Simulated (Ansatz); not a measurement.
`C[Si](O)(F)[SiH3]` + H–F → `C[Si](F)(F)[SiH3]` + H₂O  (ligand exchange at the Si–O bond)

Isolated molecules relaxed with PBE0-D4/def2-TZVP in Ansatz; ΔE leaves out vibrations. CBS: MP2 limit from def2 TZ/QZ plus the TZ coupled-cluster correction, frozen cores. This one scheme is used for every species. Functionals use def2-TZVPP. Each species was taken in one conformer, which may not be the lowest.

```tsv
level	ΔE (kJ/mol)
PBE-QIDH	-41.5
CCSD/CBS(def2)	-44.3
```

Question: What does CCSD(T)/CBS give? (Estimate.)

Answer: Computed: -43.1 kJ/mol. The listed levels differ from it by 1.6, -1.2 kJ/mol.

Question: What do rigid-rotor, harmonic-oscillator terms from PBE0-D4/def2-TZVP frequencies (298.15 K, 1 bar) make of the CCSD(T)/CBS value? (An estimate is asked.)

Answer: Computed: ΔZPE = +2.1 kJ/mol, ΔH = -41.2 kJ/mol, ΔS = 7 J/(mol·K), ΔG = -43.3 kJ/mol.

Largest T1 diagnostic among the species: 0.012.

Leaving LDA and LC-ωPBE aside and taking each functional with its dispersion term where it has one, the values, not all of them listed here, spread over 7.7 kJ/mol, from B97M-V to revPBE-D4. LDA lies +5.0 kJ/mol from PBE without D4. The D4 term adds +3.6 kJ/mol with B3LYP and +2.0 kJ/mol with PBE0; it sums over pairs of atoms, weighted by their polarisabilities, and B3LYP, whose exchange is more repulsive, gets the larger term.

B3LYP here is the variant with VWN-RPA as its local correlation; programs differ in this.
